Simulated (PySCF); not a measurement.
Zr(F)4 cation (F4Zr), SMILES [F][Zr]([F])([F])[F] (connectivity only; charge and spin as stated), charge +1, multiplicity 2.

Geometry optimised at B3LYP-D3(BJ)/def2-SVP. The spin state was assumed, not searched. The isomer is the one that the SMILES or the coordinates give; other isomers of the formula were not compared. The def2 effective core potentials stand for the cores of Zr; spin–orbit coupling is left out.

All values below come from TDA-PBE/def2-SVPD (PySCF).

Vertical excitations. Gas-phase values at a fixed geometry.

Computed excitation energies, oscillator strengths and character:
| state | energy (eV) | λ (nm) | f | main pairs |
|---|---|---|---|---|
| root 1 | 1.04 | 1193 | 0.000 | β HOMO→LUMO 100 % |
| root 2 | 1.29 | 958 | 0.000 | β HOMO−3→LUMO 99 % |
| root 3 | 1.31 | 944 | 0.000 | β HOMO−1→LUMO 99 % |
| root 4 | 1.35 | 916 | 0.001 | β HOMO−2→LUMO 100 % |
| root 5 | 1.67 | 743 | 0.000 | β HOMO−4→LUMO 100 % |
| root 6 | 1.96 | 632 | 0.000 | β HOMO−5→LUMO 99 % |
| root 7 | 2.31 | 536 | 0.000 | β HOMO−6→LUMO 96 % |
| root 8 | 2.69 | 460 | 0.000 | β HOMO−8→LUMO 100 % |
| root 9 | 2.77 | 447 | 0.001 | β HOMO−7→LUMO 74 %, β HOMO−10→LUMO 25 % |
| root 10 | 2.79 | 444 | 0.000 | β HOMO−9→LUMO 100 % |
Unrestricted roots are not spin-pure.
